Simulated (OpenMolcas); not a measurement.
**I4+: effect of the basis set**

- Program: OpenMolcas 26.06
- Method: RASSCF
- Active space: 3 electrons in 9 orbitals (RAS2 5s 5p; RAS3 5d, at most 2 electrons)
- State averaging: 2S+1 = 4 odd, 1 root; 2S+1 = 2 odd, 11 roots; 2S+1 = 4 even, 3 roots; 2S+1 = 2 even, 9 roots
- Spin-orbit coupling: RASSI with atomic mean-field integrals over the reference wave functions, term energies averaged over their components

A. ANO-R2 [7s6p4d2f1g], X2C, finite nucleus; cost roughly 24 core-seconds
B. ANO-RCC-VTZP [7s6p4d2f1g], DKH2, point nucleus; cost roughly 25 core-seconds
C. ANO-RCC-VQZP [8s7p5d3f2g], DKH2, point nucleus; cost of the order of 40 core-seconds
D. ANO-RCC [10s9p8d5f3g], DKH2, point nucleus; cost roughly 40 core-seconds

Energies in cm-1 above 5s2 5p 2P* 1/2.

```csv
Level,A,B,C,D
5s2 5p 2P* 1/2,0.0,0.0,0.0,0.0
5s2 5p 2P* 3/2,10641,11039,10384,10652
5s 5p2 4P 1/2,74489,74996,74213,74056
5s 5p2 4P 3/2,79269,80007,78840,78835
5s 5p2 4P 5/2,84618,85538,84074,84193
5s 5p2 2D 3/2,105386,105994,105370,105358
5s 5p2 2D 5/2,107180,107906,107068,107152
5s 5p2 2S 1/2 [62 %],129462,130012,129505,129415
```

Among A to D the level of the table that moves most is 5s 5p2 4P 5/2, by 1500 cm-1 (lowest in C, highest in B).

Active for correlation alone: 5d; no level in the range computed is led by a configuration that fills it, so any true level of that kind is missing. Some terms mix strongly with configurations of 5d, whose occupation reaches 0.15 (5s 5p2 2D) (holds for B). Levels of configurations outside the active space are missing. The table leaves out levels that lie high or whose names do not pair safely across all columns.

A share in square brackets marks a mixed level and gives the weight of the term that names it, the lowest over the columns. * marks odd parity.
